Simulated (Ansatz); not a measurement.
The pair A = GeH4 (SMILES [GeH4]) (first 5 atoms), B = H2Se (SMILES [SeH2]); geometry from B3LYP-D3(BJ)/def2-TZVP.
(charge 0, multiplicity 1):
```csv
atom,x (Å),y (Å),z (Å)
Ge,0.1106,0.0508,-0.0842
H,-1.4039,0.0294,0.1566
H,0.3907,0.1205,-1.5951
H,0.7436,-1.2294,0.4827
H,0.7323,1.2743,0.6033
Se,-0.0986,-0.7197,3.7942
H,-0.3014,0.2910,4.8434
H,1.2605,-0.2255,3.5318
```

Cores are frozen in the correlated methods. Filled d and f shells under p-block atoms count as core. MP2 and its Hartree–Fock in aug-cc-pVQZ are density fitted.

Programs: Ansatz (Gaussian basis) for Hartree–Fock, density functionals and correlated methods. 

The counterpoise-corrected interaction energy is E(AB) − E(A in the pair's basis) − E(B in the pair's basis). Total energies (hartree):

```csv
level,AB,A in the pair's basis,B in the pair's basis
HF/aug-cc-pVTZ,-4478.7659656,-2077.7181660,-2401.0489876
MP2/aug-cc-pVTZ,-4479.0829257,-2077.8594128,-2401.2217606
HF/aug-cc-pVQZ,-4478.7732377,-2077.7221724,-2401.0522516
MP2/aug-cc-pVQZ,-4479.1103554,-2077.8709219,-2401.2375537
MP2/aug-cc-pVDZ,-4478.8751661,-2077.7621123,-2401.1117077
CCSD(T)/aug-cc-pVDZ,-4478.9350841,-2077.7956112,-2401.1382677
```

Problem. Work out the counterpoise-corrected interaction energy at the basis-set limit: extrapolate the MP2 correlation part as X⁻³, take Hartree–Fock from the larger set, and add the CCSD(T) − MP2 difference of aug-cc-pVDZ.

Solution. 
1. Differences (1 hartree = 627.509 kcal/mol): HF/aug-cc-pVTZ 0.746; MP2/aug-cc-pVTZ -1.100; HF/aug-cc-pVQZ 0.744; MP2/aug-cc-pVQZ -1.180; MP2/aug-cc-pVDZ -0.845; CCSD(T)/aug-cc-pVDZ -0.756.
2. Correlation parts, MP2 less HF: -1.845 in aug-cc-pVTZ (X = 3), -1.924 in aug-cc-pVQZ (X = 4).
3. Limit (4³·(-1.924) − 3³·(-1.845))/(4³ − 3³) = -1.982; with HF/aug-cc-pVQZ it gives -1.237.
4. CCSD(T) less MP2 in aug-cc-pVDZ: 0.088.
Result: -1.15 kcal/mol, against -1.10 at MP2/aug-cc-pVTZ. It is an estimate of this method's limit, not of the exact value.

Ansatz is a quantum-chemistry and plane-wave program.
